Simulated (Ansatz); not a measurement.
A first, cheap relaxation of `N[Si](O)(O)[TeH]`.

```yaml
crystal:
  periodic: [false, false, false]
  atoms:
    - {symbol: N, position_ang: [-1.250600, -0.301600, -0.877200]}
    - {symbol: Si, position_ang: [-0.010400, -0.044800, 0.328500]}
    - {symbol: O, position_ang: [0.918400, -1.462900, 0.389100]}
    - {symbol: O, position_ang: [-0.636600, 0.268800, 1.862400]}
    - {symbol: Te, position_ang: [1.425300, 1.880100, -0.332600]}
    - {symbol: H, position_ang: [-1.822000, 0.662100, -0.937000]}
    - {symbol: H, position_ang: [-0.798600, -0.376200, -1.807900]}
    - {symbol: H, position_ang: [1.689300, -1.243300, 1.066600]}
    - {symbol: H, position_ang: [-1.245400, -0.533600, 2.099300]}
    - {symbol: H, position_ang: [1.813600, 1.100300, -1.788300]}
basis:
  gaussian: {orbitals: def2-SVP}
hamiltonian: {xc: pbe, dispersion: d4}
relax: {f_tol: 0.03, max_steps: 200}
```

```sh
$ ansatz run in.yaml --threads 4 --pin off --events-out ev --progress --plain
```

It prints (some lines left out):

```
Functional definition: PBE
mean field -20822.23960885 eV, -765.2031918043 hartree, gradient 2.7e-5 eV, S^2 0.000000; 0 other end points of the search recorded, 0 dependent functions left out
relax step   1: F+E_penalty+E_count = -20822.51613219 eV  Δ(F+E_penalty+E_count) = +0.000e0 eV  max|allowed force component| = 2.469e0 eV/Å  Δτ_max = 0.0000 Å  (30 SCF iters, accepted)
mean field -20822.58640344 eV, -765.2159362703 hartree, gradient 5.7e-6 eV, S^2 0.000000; 0 other end points of the search recorded, 0 dependent functions left out
relax step   2: F+E_penalty+E_count = -20822.85951575 eV  Δ(F+E_penalty+E_count) = -3.434e-1 eV  max|allowed force component| = 1.167e0 eV/Å  Δτ_max = 0.1957 Å  (29 SCF iters, accepted)
mean field -20822.68724717 eV, -765.2196422092 hartree, gradient 2.1e-5 eV, S^2 0.000000; 0 other end points of the search recorded, 0 dependent functions left out
relax step   3: F+E_penalty+E_count = -20822.95984271 eV  Δ(F+E_penalty+E_count) = -1.003e-1 eV  max|allowed force component| = 5.036e-1 eV/Å  Δτ_max = 0.0845 Å  (29 SCF iters, accepted)
mean field -20822.77989362 eV, -765.2230469033 hartree, gradient 1.7e-5 eV, S^2 0.000000; 0 other end points of the search recorded, 0 dependent functions left out
relax step   4: F+E_penalty+E_count = -20823.05415538 eV  Δ(F+E_penalty+E_count) = -9.431e-2 eV  max|allowed force component| = 4.809e-1 eV/Å  Δτ_max = 0.2000 Å  (35 SCF iters, accepted)
mean field -20822.79797491 eV, -765.2237113786 hartree, gradient 2.7e-5 eV, S^2 0.000000; 0 other end points of the search recorded, 0 dependent functions left out
relax step   5: F+E_penalty+E_count = -20823.07291922 eV  Δ(F+E_penalty+E_count) = -1.876e-2 eV  max|allowed force component| = 2.061e-1 eV/Å  Δτ_max = 0.2000 Å  (28 SCF iters, accepted)
mean field -20822.80221853 eV, -765.2238673287 hartree, gradient 9.0e-6 eV, S^2 0.000000; 0 other end points of the search recorded, 0 dependent functions left out
relax step   6: F+E_penalty+E_count = -20823.07493671 eV  Δ(F+E_penalty+E_count) = -2.017e-3 eV  max|allowed force component| = 2.295e-1 eV/Å  Δτ_max = 0.1794 Å  (29 SCF iters, accepted)
mean field -20822.80743940 eV, -765.2240591921 hartree, gradient 5.9e-6 eV, S^2 0.000000; 0 other end points of the search recorded, 0 dependent functions left out
relax step   7: F+E_penalty+E_count = -20823.08116920 eV  Δ(F+E_penalty+E_count) = -6.232e-3 eV  max|allowed force component| = 3.867e-1 eV/Å  Δτ_max = 0.1474 Å  (29 SCF iters, accepted)
mean field -20822.81350776 eV, -765.2242822003 hartree, gradient 1.7e-5 eV, S^2 0.000000; 0 other end points of the search recorded, 0 dependent functions left out
relax step   8: F+E_penalty+E_count = -20823.08668613 eV  Δ(F+E_penalty+E_count) = -5.517e-3 eV  max|allowed force component| = 5.858e-2 eV/Å  Δτ_max = 0.0531 Å  (28 SCF iters, accepted)
mean field -20822.81373916 eV, -765.2242907040 hartree, gradient 1.6e-5 eV, S^2 0.000000; 0 other end points of the search recorded, 0 dependent functions left out
relax step   9: F+E_penalty+E_count = -20823.08692757 eV  Δ(F+E_penalty+E_count) = -2.414e-4 eV  max|allowed force component| = 6.060e-2 eV/Å  Δτ_max = 0.0198 Å  (29 SCF iters, accepted)
mean field -20822.81377109 eV, -765.2242918774 hartree, gradient 1.7e-5 eV, S^2 0.000000; 0 other end points of the search recorded, 0 dependent functions left out
relax step  10: F+E_penalty+E_count = -20823.08700990 eV  Δ(F+E_penalty+E_count) = -8.233e-5 eV  max|allowed force component| = 5.360e-2 eV/Å  Δτ_max = 0.0285 Å  (29 SCF iters, accepted)
mean field -20822.81405554 eV, -765.2243023308 hartree, gradient 1.7e-5 eV, S^2 0.000000; 0 other end points of the search recorded, 0 dependent functions left out
relax step  11: F+E_penalty+E_count = -20823.08722035 eV  Δ(F+E_penalty+E_count) = -2.105e-4 eV  max|allowed force component| = 4.990e-2 eV/Å  Δτ_max = 0.0154 Å  (30 SCF iters, accepted)
mean field -20822.81417085 eV, -765.2243065685 hartree, gradient 1.7e-5 eV, S^2 0.000000; 0 other end points of the search recorded, 0 dependent functions left out
relax step  12: F+E_penalty+E_count = -20823.08739169 eV  Δ(F+E_penalty+E_count) = -1.713e-4 eV  max|allowed force component| = 1.673e-2 eV/Å  Δτ_max = 0.0055 Å  (30 SCF iters, accepted)
mean field -20822.81417085 eV, -765.2243065685 hartree, gradient 1.7e-5 eV, S^2 0.000000; 1 other end points of the search recorded, 0 dependent functions left out
Total energy: -20823.08742721 eV, -765.2343485545 hartree
Atom 0 at    -1.275714    -0.309883    -0.800651 Å, force    -0.005109    -0.006410     0.005592 eV/Å
Atom 1 at     0.018131    -0.023914     0.305543 Å, force     0.005647     0.000474    -0.012256 eV/Å
Atom 2 at     0.884312    -1.456092     0.235955 Å, force    -0.005875     0.005268    -0.000298 eV/Å
Atom 3 at    -0.599530     0.389249     1.806573 Å, force     0.014513     0.007155     0.002094 eV/Å
Atom 4 at     1.564298     1.954147    -0.018052 Å, force     0.001501    -0.001296    -0.002171 eV/Å
Atom 5 at    -1.906763     0.459532    -1.034903 Å, force     0.001927     0.003847    -0.001936 eV/Å
Atom 6 at    -1.080761    -0.886213    -1.623290 Å, force     0.000790    -0.000266     0.000501 eV/Å
Atom 7 at     1.788537    -1.358227     0.584287 Å, force     0.005381    -0.001590     0.002487 eV/Å
Atom 8 at    -1.369726    -0.157214     2.050928 Å, force    -0.016725    -0.008605     0.002446 eV/Å
Atom 9 at     2.060214     1.337514    -1.503492 Å, force    -0.002050     0.001422     0.003540 eV/Å
Dipole moment:    -0.244305    -0.201508    -0.192902 e Å
```

Hardware: 4 threads of a server CPU on a shared host. Wall time 20 s, peak host memory 0.17 GiB.
